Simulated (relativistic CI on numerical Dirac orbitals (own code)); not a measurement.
Computed by Dirac-Coulomb-Breit CI, separate exchange-only KLI orbitals for each configuration, model QED, unscaled Slater integrals (own radial code, finite nucleus).

The strongest absorption lines from the ground level of an ion, among the configurations computed and to levels below about 19600 eV (vacuum wavelength in Å, gf): 0.6338 (0.04), 0.6380 (0.026), 0.7009 (0.093), 0.7111 (0.064), 0.9087 (0.33), 0.9509 (0.27), 5.5185 (0.29), 57.010 (0.012).

**Question.** Which ion is it?
A. Au⁷⁶⁺
B. Ho⁶⁴⁺
C. Pa⁸⁸⁺
D. Ta⁷⁰⁺

**Answer.** A. Au⁷⁶⁺ has 3 electrons and the ground level 2s ²S1/2; the strongest line goes to 3p ²P°3/2. The pattern of lines fixes the number of electrons, and along that sequence the line energies rise steadily with the charge (about as its square where n changes within one kind of shell, about linearly where n is kept but much faster in heavy ions where fine structure, which grows about as Z⁴, sets the gap, and irregularly where shells cross), which fixes Z. Configurations outside the model, such as inner-shell arrays, can give stronger lines. At this charge energies of transitions that change n are usually good to better than 1 %, and those within a shell (Δn = 0) to a few per cent.
